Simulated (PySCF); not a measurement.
# C₆ coefficients of unlike pairs at UHF

Calculated with PySCF 2.14 from the dipole response of each species, C₆(A,B) = (3/π) ∫ α_A(iu) α_B(iu) du, in atomic units, from isotropic polarisabilities. For ions this is the dispersion term alone; charge-induced terms of lower order in 1/R come first.

| species | configuration | basis | relativity | α (bohr³) | C₆ (like pair) |
| --- | --- | --- | --- | --- | --- |
| Cl⁺ | [Ne] 3s2 3p4 (3P) | aug-cc-pV(5+d)Z (8s7p6d4f3g2h) | none | 8.566 | 40.40 |
| Tl⁺ | [Xe] 4f14 5d10 6s2 (1S) | aug-cc-pVQZ-DK3 (10s9p7d4f2g) | spin-free X2C | 24.03 | 191.1 |
| K⁻ | [Ar] 4s2 (1S) | aug-cc-pwCVTZ-X2C with one added diffuse shell each of s, p, d, f type (10s9p7d4f) | spin-free X2C | 2397 | 104200 |
| Te⁺ | [Kr] 4d10 5s2 5p3 (4S) | aug-cc-pV5Z-PP with ECP28MDF (8s8p6d4f3g2h) | core potential | 22.36 | 188.5 |

Q: Estimate C₆ for K⁻ with Tl⁺.

A: The integral gives 2160. The combination rule 2 C_A C_B / (C_A α_B/α_A + C_B α_A/α_B) gives 1981 and the geometric mean 4463.

No spin-orbit coupling is included.

The other pairs:

| pair | C₆ |
| --- | --- |
| Te⁺, K⁻ | 2042 |
| Te⁺, Tl⁺ | 189.4 |
| Te⁺, Cl⁺ | 86.11 |
| K⁻, Cl⁺ | 803.6 |
| Tl⁺, Cl⁺ | 86.39 |
